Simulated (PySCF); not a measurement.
ZnF, SMILES [F][Zn] (connectivity only; charge and spin as stated), neutral, multiplicity 2.

Geometry: r2SCAN-D4/def2-TZVPD. The multiplicity is an assumed one; other spin states were not compared.

Two levels are set side by side: PBE/def2-TZVPD (PySCF) and ωB97X/def2-TZVPD (PySCF). Same geometry, gas phase. Differences are taken from unrounded values.

```
quantity                     ωB97X   PBE  PBE minus ωB97X
---------------------------  -----  ----  ---------------
α-spin orbital gap (eV)       9.49  4.31            -5.18
β-spin orbital gap (eV)      10.79  3.35            -7.44
dipole moment (D)             3.10  2.80            -0.30
mean polarisability (bohr³)   32.7  33.6              0.8
```

Rough cost on one machine, each run with all the roots and properties that it gave: ωB97X against PBE within a factor of 2.
